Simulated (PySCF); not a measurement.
NbOCl2, SMILES [O]=[Nb]([Cl])[Cl] (connectivity only; charge and spin as stated), neutral, multiplicity 2.

The structure is a stationary point at B3LYP-D3(BJ)/def2-SVP. The spin state was assumed, not searched. The isomer is the one that the SMILES or the coordinates give; other isomers of the formula were not compared. The def2 effective core potentials stand for the cores of Nb; spin–orbit coupling is left out.

The numbers are results of B3LYP-D3(BJ)/def2-SVP in PySCF, not measurements.

Frequencies are harmonic and unscaled.

| mode | ν (cm⁻¹) | IR (km/mol) | moving atoms (share of kinetic energy) |
|---|---|---|---|
| 1 | 38 | 19.7 | Nb 43 %, O 34 %, Cl 22 % |
| 2 | 98 | 2.3 | Cl 72 %, Nb 23 % |
| 3 | 208 | 0.6 | O 74 %, Cl 23 % |
| 4 | 373 | 17.1 | Cl 88 %, Nb 10 % |
| 5 | 448 | 108.5 | Cl 53 %, Nb 44 % |
| 6 | 1037 | 172.6 | O 85 %, Nb 15 % |
